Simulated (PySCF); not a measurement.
**C⁺ (carbon, charge +1): UHF calculation**

Configuration: [He] 2s2 2p1, 2P determinant. All numbers are calculated (PySCF 2.14, no relativity, point nucleus, in aug-cc-pVDZ).

```json
{
 "Total energy": "-37.290253 hartree",
 "One-electron energy": "-47.5353 hartree",
 "Hartree (Coulomb) energy": "14.9809 hartree",
 "Exchange energy": "-4.7359 hartree",
 "Kinetic energy": "37.17318 hartree",
 "⟨S²⟩": "0.7562",
 "⟨L²⟩": "2.016",
 "Sum of ⟨r⟩": "4.982 bohr",
 "Sum of ⟨r²⟩": "8.165 bohr²",
 "Traceless quadrupole moment −½Σ⟨3z² − r²⟩ along its main axis": "-1.11 e·bohr²",
 "Density at the nucleus (Gaussians lack the cusp)": "123 bohr⁻³",
 "Spin density at the nucleus": "0.0690 bohr⁻³",
 "Langevin diamagnetic susceptibility": "-6.47 ×10⁻⁶ cm³/mol",
 "Time after the integrals": "0.08 s of wall time on 1 thread of Neoverse-N1 (shared host)"
}
```

```
shell  electrons  mean orbital energy (hartree)  rms radius, mean of both spins (bohr)
 1s α          1                      -11.92460                                  0.311
 1s β          1                      -11.89431                                  0.311
 2s α          1                       -1.22476                                   1.62
 2s β          1                       -1.08880                                   1.62
 2p α          1                       -0.91279                                   1.65
```
